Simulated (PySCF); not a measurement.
All values below come from PBE-D3(BJ)/def2-TZVP // TPSSh-D3(BJ)/def2-TZVP in PySCF. Isolated molecules, 0 K electronic values unless said otherwise. 

Reference species (SMILES): `[GaH3]` (neutral, multiplicity 1).

```
Property        Value
-------------  ------
dipole moment  0.00 D
```

Changed species: `[GaH2][Br]` (whole molecule; the reference has whole molecule).

Task: What does the change do to the dipole moment?

Result: the dipole moment goes up by 1.71 D, to 1.71 D.
